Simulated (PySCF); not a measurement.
C3H9B (SMILES CB(C)C), singlet, at a GFN2-xTB geometry, atoms displaced at random by about 0.03 Å a coordinate.

Here is a job for PySCF.
```python
from pyscf import gto, scf, dft

mol = gto.M(
    atom='''
B    -0.002868    0.051254    0.002354
C     1.486757   -0.137200   -0.392193
H     1.820781   -1.166105   -0.365172
H     2.176823    0.317815    0.385382
H     1.719246    0.202214   -1.373249
C    -0.533084   -0.619655    1.283586
H    -1.278392   -1.343063    1.114661
H    -1.057944    0.122878    1.938486
H     0.235659   -1.053560    1.940660
C    -0.924926    0.759566   -0.942772
H    -1.976313    0.851133   -0.591553
H    -0.992108    0.316816   -1.905420
H    -0.579694    1.788048   -1.185307
''',
    basis='sto-3g',
    charge=0,
    spin=0,
    verbose=4,
)

mf = dft.RKS(mol)
mf.xc = 'pbe0'
mf.kernel()
g = mf.nuc_grad_method()
grad = g.kernel()
```

Question: What does this run give for the dipole moment, HOMO-LUMO gap, nuclear repulsion energy, total energy, number of basis functions, Mulliken (on the basis functions themselves) charges in atom order?

Answer: 
```
Property                                                                                                                                                                                 Value
------------------------------------------------------------------  --------------------------------------------------------------------------------------------------------------------------
dipole moment                                                                                                                                                                           0.14 D
HOMO-LUMO gap                                                                                                                                                                          9.53 eV
nuclear repulsion energy                                                                                                                                                           114.5195 Eh
total energy                                                                                                                                                                    -142.696663 Ha
number of basis functions                                                                                                                                                                   29
Mulliken (on the basis functions themselves) charges in atom order  B1 0.35, C2 -0.35, H3 0.08, H4 0.08, H5 0.07, C6 -0.35, H7 0.09, H8 0.08, H9 0.07, C10 -0.36, H11 0.07, H12 0.09, H13 0.08
```
